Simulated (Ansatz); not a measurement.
Compare A (`C1[CH2][GaH][SiH2]1`) with its isomer B (`C=[C]([SiH3])[GaH2]`).

Computed with Ansatz on PBE0-D4/def2-TZVP structures; ΔE is electronic, products minus reactants. CCSD(T)/CBS adds triple-zeta CCSD(T) − MP2 to the extrapolated MP2 energy (def2 sets, frozen cores). DFT in def2-TZVPP. B3LYP here is the variant with VWN-RPA as its local correlation; programs differ in this. For Ga outer-core shells are correlated without core-valence functions, which leaves a few kJ/mol of doubt a bond. Scalar relativity is left out up to krypton.

Which is lower in electronic energy at CCSD(T)/CBS, and by how much? (An estimate is asked.)

Computed: A, by 7.6 kcal/mol.

Give E(B) − E(A) in kcal/mol with MP2/def2-TZVPP, B2PLYP, ωB97M-V, B3LYP-D4, B3LYP, HF/def2-TZVPP, r2SCAN-D4. (An estimate is asked.)

Computed: MP2/def2-TZVPP 8.4, B2PLYP 6.2, ωB97M-V 8.5, B3LYP-D4 5.8, B3LYP 5.8, HF/def2-TZVPP -2.0, r2SCAN-D4 10.3. The order is the other way round with HF/def2-TZVPP.

Largest T1 diagnostic: 0.013.

In def2-TZVPP, CCSD(T) changes the Hartree–Fock value by +9.0 kcal/mol (the triples alone add +0.4 kcal/mol) and MP2 by +10.3 kcal/mol.
